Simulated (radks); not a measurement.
Valence configurations of Ru I (all share [Kr]). Calculated with a radial shooting solver on a logarithmic mesh with Libxc functionals: scalar-relativistic Kohn-Sham, PBEsol, spin-polarised, spherical densities, finite nucleus; open shells are filled with parallel spins first (spin-orbit coupling, left out, can overturn this in heavy ions); Fermi nuclear charge, rms radius 4.4809 fm. Energies are relative to 4d7 5s1; eigenvalues in eV for spin up.

valence	E (eV)	moment (Bohr magnetons)	e(4d)	e(5p)	e(5s)
4d7 5s1	0.000	4	-5.953	-	-4.809
4d7 5p1	3.731	4	-7.415	-1.989	-
4d7 5s0.5 5p0.5	1.845	4	-6.715	-1.597	-5.333
4d8	1.060	2	-3.659	-	-
4d6.5 5s1 5p0.5	1.556	5	-7.978	-1.862	-5.877
4d6 5p2	7.979	6	-11.244	-3.120	-
4d6 5s1.5 5p0.5	2.442	5	-9.428	-2.077	-6.318
4d7.5 5s0.5	0.510	3	-4.758	-	-4.229
4d5 5s1 5p2	8.871	8	-14.107	-3.605	-8.642
4d6 5s2	1.018	4	-8.733	-	-5.646

NIST lists [Kr] 4d7 5s1 as the ground configuration; this level of theory agrees among the configurations tried. The energies are those of spherical high-spin densities, not of single terms.
